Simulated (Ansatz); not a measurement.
Forces on Ga₁₃Sb₁₄H₃₄⁺, a nanocrystal cut from wurtzite GaSb (hydrogen-capped) at its PBE-D4/def2-SVP geometry. The state is a singlet with charge 1.

In the def2 sets Sb takes a core potential; there is no spin–orbit coupling. B3LYP takes the VWN-RPA correlation. Single mean-field runs in def2-SVP are fitted with def2-universal-jkfit.

r2SCAN-D4/def2-SVP (Ansatz), largest force 0.26 eV/Å:

```xyz
61
positions Å, forces eV/Å
Sb   -1.713    1.899    4.066   -0.089    0.174    0.175
Ga   -0.004   -0.195    4.401    0.006   -0.037    0.096
Sb    2.428    0.915    4.222    0.159   -0.052    0.165
Sb    1.403    4.243    1.769   -0.006    0.237    0.113
Ga    3.217    2.226    2.024    0.093    0.027    0.033
Sb   -4.290   -0.410    2.122   -0.258    0.025    0.049
Ga   -3.239    2.054    1.853   -0.060    0.047    0.024
Ga   -2.650   -2.567    2.405   -0.033   -0.071    0.067
Sb   -0.185   -1.658    2.218   -0.077    0.002    0.097
Ga    1.484   -3.829    2.559   -0.006   -0.036    0.050
Sb   -1.539    1.870   -0.179   -0.101    0.123   -0.013
Ga   -0.335    4.235   -0.287   -0.019    0.078   -0.007
Ga    0.160   -0.196    0.022    0.045   -0.055    0.004
Sb    2.721    0.524    0.076    0.062    0.110   -0.006
Sb    2.957   -3.597    0.350    0.138   -0.168    0.016
Ga    4.591   -1.493    0.287    0.060    0.012    0.001
Sb    1.561    3.982   -2.182    0.005    0.221   -0.141
Ga    3.379    1.959   -2.032    0.096    0.025   -0.028
Sb   -2.995   -3.945    0.133   -0.041   -0.230    0.013
Sb   -4.110   -0.697   -2.388   -0.252    0.017   -0.073
Ga   -3.070    1.786   -2.348   -0.058    0.042   -0.035
Ga   -2.465   -2.864   -2.260   -0.027   -0.081   -0.058
Sb   -0.019   -1.929   -1.990   -0.070   -0.008   -0.104
Ga    1.669   -4.111   -1.926   -0.002   -0.042   -0.045
Sb   -1.376    1.355   -4.396   -0.075    0.149   -0.202
Ga    0.341   -0.760   -4.322    0.014   -0.049   -0.090
Sb    2.758    0.372   -4.099    0.172   -0.072   -0.144
H    -2.797    1.932    5.395    0.135   -0.017   -0.167
H    -1.017    3.441    4.354   -0.098   -0.209   -0.027
H    -0.299   -0.817    5.818    0.040    0.080   -0.196
H     2.861    1.745    5.659   -0.057   -0.102   -0.183
H     3.517   -0.397    4.361   -0.142    0.172   -0.015
H     0.548    4.621    3.208    0.123   -0.043   -0.192
H     2.256    5.727    1.662   -0.097   -0.191    0.005
H     4.637    2.892    2.173   -0.192   -0.095   -0.023
H    -5.329   -0.337    3.484    0.140   -0.012   -0.163
H    -5.529   -0.603    0.951    0.161    0.022    0.168
H    -4.291    3.224    1.858    0.145   -0.153   -0.010
H    -3.128   -3.353    3.684    0.071    0.107   -0.173
H     2.284   -3.418    3.859   -0.103   -0.073   -0.164
H     0.461   -5.032    2.471    0.146    0.146    0.025
H    -1.220    5.531   -0.408    0.110   -0.180    0.017
H     4.047   -4.922    0.478   -0.133    0.162   -0.016
H     5.230   -1.191    1.701   -0.065   -0.046   -0.191
H     5.352   -1.368   -1.094   -0.082   -0.023    0.189
H     2.412    5.471   -2.198   -0.098   -0.191    0.011
H     0.825    4.171   -3.720    0.108   -0.017    0.205
H     4.809    2.607   -2.153   -0.194   -0.091    0.020
H    -4.470   -4.819    0.133    0.185    0.113    0.000
H    -1.925   -5.272    0.259   -0.143    0.172   -0.016
H    -5.446   -0.748   -1.313    0.174    0.002   -0.154
H    -5.029   -0.801   -3.832    0.126    0.009    0.173
H    -4.111    2.942   -2.586    0.143   -0.151    0.041
H    -2.842   -3.807   -3.465    0.057    0.128    0.165
H     0.643   -5.305   -1.775    0.147    0.143   -0.031
H     2.573   -3.853   -3.198   -0.116   -0.054    0.163
H    -0.651    2.848   -4.827   -0.101   -0.204    0.046
H    -2.353    1.209   -5.797    0.122    0.006    0.178
H     0.151   -1.561   -5.665    0.026    0.105    0.186
H     3.847   -0.941   -3.984   -0.142    0.174   -0.018
H     3.308    1.015   -5.591   -0.072   -0.079    0.189
```

B3LYP-D4/def2-SVP (Ansatz), largest force 0.33 eV/Å:

```
Sb -0.056 0.250 0.206
Ga -0.007 -0.097 0.061
Sb 0.204 -0.070 0.207
Sb -0.037 0.265 0.192
Ga 0.110 -0.009 -0.024
Sb -0.329 0.007 0.001
Ga -0.039 0.075 -0.038
Ga 0.032 -0.061 0.091
Sb -0.081 0.071 0.021
Ga -0.005 -0.053 0.067
Sb -0.030 0.037 -0.004
Ga -0.081 0.043 -0.007
Ga 0.023 -0.027 0.001
Sb -0.040 0.105 -0.010
Sb 0.159 -0.193 0.019
Ga 0.084 0.013 0.002
Sb -0.019 0.239 -0.224
Ga 0.108 -0.004 0.034
Sb -0.047 -0.294 0.017
Sb -0.328 0.004 -0.029
Ga -0.042 0.078 0.025
Ga 0.039 -0.073 -0.078
Sb -0.079 0.070 -0.038
Ga 0.001 -0.061 -0.060
Sb -0.039 0.220 -0.240
Ga -0.002 -0.103 -0.049
Sb 0.220 -0.096 -0.179
H 0.101 -0.023 -0.130
H -0.061 -0.173 -0.037
H 0.020 0.048 -0.112
H -0.050 -0.072 -0.142
H -0.112 0.128 -0.020
H 0.093 -0.058 -0.152
H -0.069 -0.150 -0.004
H -0.112 -0.051 -0.013
H 0.115 -0.009 -0.118
H 0.146 0.011 0.119
H 0.084 -0.084 -0.011
H 0.038 0.064 -0.099
H -0.058 -0.041 -0.085
H 0.078 0.078 0.018
H 0.057 -0.104 0.009
H -0.101 0.123 -0.012
H -0.031 -0.022 -0.103
H -0.040 -0.009 0.103
H -0.071 -0.149 0.017
H 0.081 -0.036 0.165
H -0.113 -0.049 0.011
H 0.138 0.094 -0.001
H -0.102 0.138 -0.012
H 0.155 -0.002 -0.106
H 0.105 0.006 0.127
H 0.082 -0.082 0.028
H 0.030 0.075 0.094
H 0.078 0.076 -0.021
H -0.065 -0.031 0.084
H -0.065 -0.167 0.054
H 0.090 -0.005 0.139
H 0.013 0.063 0.105
H -0.114 0.131 -0.005
H -0.062 -0.054 0.146
```
